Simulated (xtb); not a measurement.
xtb input (GFN2-xTB):

```bash
xtb mol.xyz --gfn 2 --sp --chrg 0 --uhf 0
```
mol.xyz:
```
11

Si     0.00087221     0.03098935    -0.00623817
F      0.07261503     1.22825044     1.05571924
F     -0.01759622     0.72654394    -1.44922030
C     -1.58969093    -0.88095563     0.23369394
C      1.53710669    -0.98733969     0.14239482
H     -2.44114960    -0.20607873     0.12918883
H     -1.63345754    -1.33126015     1.22745941
H     -1.69584211    -1.67820955    -0.50480292
H      1.60803479    -1.44154652     1.13281133
H      1.54565022    -1.78849592    -0.59945100
H      2.42488944    -0.37163759    -0.01289426
```

Output:

```
           -------------------------------------------------
          |                Calculation Setup                |
           -------------------------------------------------

           -------------------------------------------------
          |                 G F N 2 - x T B                 |
           -------------------------------------------------

        Reference                      10.1021/acs.jctc.8b01176
      * Hamiltonian:
        H0-scaling (s, p, d)           1.850000    2.230000    2.230000
        zeta-weighting                 0.500000
      * Dispersion:
        s8                             2.700000
        a1                             0.520000
        a2                             5.000000
        s9                             5.000000
      * Repulsion:
        kExp                           1.500000    1.000000
        rExp                           1.000000
      * Coulomb:
        alpha                          2.000000
        third order                    shell-resolved
        anisotropic                    true
        a3                             3.000000
        a5                             4.000000
        cn-shift                       1.200000
        cn-exp                         4.000000
        max-rad                        5.000000

          ...................................................
          :                      SETUP                      :
          :.................................................:
          :  # basis functions                  32          :
          :  # atomic orbitals                  31          :
          :  # shells                           17          :
          :  # electrons                        32          :
          :  max. iterations                   250          :
          :  Hamiltonian                  GFN2-xTB          :
          :  restarted?                      false          :
          :  GBSA solvation                  false          :
          :  PC potential                    false          :
          :  electronic temp.          300.0000000     K    :
          :  accuracy                    1.0000000          :
          :  -> integral cutoff          0.2500000E+02      :
          :  -> integral neglect         0.1000000E-07      :
          :  -> SCF convergence          0.1000000E-05 Eh   :
          :  -> wf. convergence          0.1000000E-03 e    :
          :  Broyden damping             0.4000000          :
          :  net charge                          0          :
          :  unpaired electrons                  0          :
          ...................................................

 iter      E             dE          RMSdq      gap      omega  full diag
   1    -18.7254329 -0.187254E+02  0.497E+00    8.82       0.0  T
   2    -18.7943631 -0.689302E-01  0.236E+00    7.39       1.0  T
   3    -18.7994865 -0.512339E-02  0.131E+00    7.93       1.0  T
   4    -18.8053968 -0.591031E-02  0.669E-01    7.42       1.0  T
   5    -18.8069520 -0.155525E-02  0.234E-01    7.57       1.0  T
   6    -18.8069601 -0.808773E-05  0.647E-02    7.61       1.0  T
   7    -18.8069747 -0.146107E-04  0.473E-02    7.59       1.0  T
   8    -18.8069749 -0.236563E-06  0.866E-03    7.59       3.5  T
   9    -18.8069754 -0.429367E-06  0.238E-03    7.60      12.7  T
  10    -18.8069754  0.145663E-07  0.242E-03    7.60      12.5  T
  11    -18.8069754 -0.388750E-07  0.333E-04    7.60      90.6  T
  12    -18.8069754 -0.271204E-09  0.160E-04    7.60     188.7  T

   *** convergence criteria satisfied after 12 iterations ***

         #    Occupation            Energy/Eh            Energy/eV
      -------------------------------------------------------------
         1        2.0000           -0.8884692             -24.1765
       ...           ...                  ...                  ...
        10        2.0000           -0.5044823             -13.7277
        11        2.0000           -0.4859730             -13.2240
        12        2.0000           -0.4814990             -13.1023
        13        2.0000           -0.4784547             -13.0194
        14        2.0000           -0.4774184             -12.9912
        15        2.0000           -0.4664838             -12.6937
        16        2.0000           -0.4196982             -11.4206 (HOMO)
        17                         -0.1405616              -3.8249 (LUMO)
        18                         -0.1339921              -3.6461
        19                         -0.0986125              -2.6834
        20                          0.0158493               0.4313
        21                          0.0204241               0.5558
       ...                                ...                  ...
        31                          0.9825660              26.7370
      -------------------------------------------------------------
                  HL-Gap            0.2791366 Eh            7.5957 eV
             Fermi-level           -0.2801299 Eh           -7.6227 eV

 SCC (total)                   0 d,  0 h,  0 min,  0.005 sec
 SCC setup                      ...        0 min,  0.000 sec (  1.681%)
 Dispersion                     ...        0 min,  0.000 sec (  0.881%)
 classical contributions        ...        0 min,  0.000 sec (  0.355%)
 integral evaluation            ...        0 min,  0.001 sec ( 15.202%)
 iterations                     ...        0 min,  0.003 sec ( 51.595%)
 molecular gradient             ...        0 min,  0.002 sec ( 28.130%)
 printout                       ...        0 min,  0.000 sec (  1.886%)

         :::::::::::::::::::::::::::::::::::::::::::::::::::::
         ::                     SUMMARY                     ::
         :::::::::::::::::::::::::::::::::::::::::::::::::::::
         :: total energy             -18.648126829907 Eh    ::
         :: gradient norm              0.027149996316 Eh/a0 ::
         :: HOMO-LUMO gap              7.595693431076 eV    ::
         ::.................................................::
         :: SCC energy               -18.806969035194 Eh    ::
         :: -> isotropic ES            0.043031814846 Eh    ::
         :: -> anisotropic ES          0.002148838611 Eh    ::
         :: -> anisotropic XC          0.003256934566 Eh    ::
         :: -> dispersion             -0.005556132257 Eh    ::
         :: repulsion energy           0.158842205288 Eh    ::
         :: add. restraining           0.000000000000 Eh    ::
         :: total charge              -0.000000000000 e     ::
         :::::::::::::::::::::::::::::::::::::::::::::::::::::

           -------------------------------------------------
          |                Property Printout                |
           -------------------------------------------------

    * Orbital Energies and Occupations

         #    Occupation            Energy/Eh            Energy/eV
      -------------------------------------------------------------
         1        2.0000           -0.8884692             -24.1765
       ...           ...                  ...                  ...
         4        2.0000           -0.5868059             -15.9678
         5        2.0000           -0.5679855             -15.4557
         6        2.0000           -0.5311756             -14.4540
         7        2.0000           -0.5220230             -14.2050
         8        2.0000           -0.5217027             -14.1963
         9        2.0000           -0.5109367             -13.9033
        10        2.0000           -0.5044823             -13.7277
        11        2.0000           -0.4859730             -13.2240
        12        2.0000           -0.4814990             -13.1023
        13        2.0000           -0.4784547             -13.0194
        14        2.0000           -0.4774184             -12.9912
        15        2.0000           -0.4664838             -12.6937
        16        2.0000           -0.4196982             -11.4206 (HOMO)
        17                         -0.1405616              -3.8249 (LUMO)
        18                         -0.1339921              -3.6461
        19                         -0.0986125              -2.6834
        20                          0.0158493               0.4313
        21                          0.0204241               0.5558
        22                          0.1209859               3.2922
        23                          0.1727091               4.6997
        24                          0.1919931               5.2244
        25                          0.2018015               5.4913
        26                          0.2338315               6.3629
        27                          0.2344574               6.3799
       ...                                ...                  ...
        31                          0.9825660              26.7370
      -------------------------------------------------------------
                  HL-Gap            0.2791366 Eh            7.5957 eV
             Fermi-level           -0.2801299 Eh           -7.6227 eV

     #   Z          covCN         q      C6AA      α(0)
     1  14 Si       3.172     0.642   140.114    25.090
     2   9 F        0.705    -0.261    11.895     4.072
     3   9 F        0.705    -0.261    11.895     4.072
     4   6 C        3.654    -0.208    24.980     7.176
     5   6 C        3.654    -0.208    24.980     7.176
     6   1 H        0.924     0.055     2.260     2.351
     7   1 H        0.924     0.047     2.362     2.404
     8   1 H        0.924     0.047     2.362     2.404
     9   1 H        0.924     0.047     2.362     2.404
    10   1 H        0.924     0.047     2.362     2.404
    11   1 H        0.924     0.055     2.260     2.351

 Mol. C6AA /au·bohr⁶  :       1381.596294
 Mol. C8AA /au·bohr⁸  :      44062.804374
 Mol. α(0) /au        :         61.903968

Wiberg/Mayer (AO) data.
largest (>0.10) Wiberg bond orders for each atom

 ---------------------------------------------------------------------------
     #   Z sym  total        # sym  WBO       # sym  WBO       # sym  WBO
 ---------------------------------------------------------------------------
     1  14 Si   4.051 --     2 F    1.080     3 F    1.080     4 C    0.913
                             5 C    0.913
     2   9 F    1.197 --     1 Si   1.080
     3   9 F    1.197 --     1 Si   1.080
     4   6 C    3.985 --     7 H    0.986     8 H    0.986     6 H    0.979
                             1 Si   0.913
     5   6 C    3.985 --     9 H    0.986    10 H    0.986    11 H    0.979
                             1 Si   0.913
     6   1 H    0.997 --     4 C    0.979
     7   1 H    0.998 --     4 C    0.986
     8   1 H    0.998 --     4 C    0.986
     9   1 H    0.998 --     5 C    0.986
    10   1 H    0.998 --     5 C    0.986
    11   1 H    0.997 --     5 C    0.979
 ---------------------------------------------------------------------------

Topologies differ in total number of bonds
Writing topology from bond orders to xtbtopo.mol

molecular dipole:
                 x           y           z       tot (Debye)
 q only:       -0.023      -0.801       0.161
   full:       -0.029      -1.013       0.204       2.627
molecular quadrupole (traceless):
                xx          xy          yy          xz          yz          zz
 q only:        2.429      -0.108      -0.493      -0.138      -0.298      -1.936
  q+dip:        3.525      -0.157      -0.691      -0.201      -0.443      -2.835
   full:        3.706      -0.164      -0.679      -0.213      -0.486      -3.028

           -------------------------------------------------
          | TOTAL ENERGY              -18.648126829907 Eh   |
          | GRADIENT NORM               0.027149996316 Eh/α |
          | HOMO-LUMO GAP               7.595693431076 eV   |
           -------------------------------------------------
Note: The following floating-point exceptions are signalling: IEEE_UNDERFLOW_FLAG IEEE_DENORMAL
normal termination of xtb

------------------------------------------------------------------------
------------------------------------------------------------------------
 total:
 SCF:
```
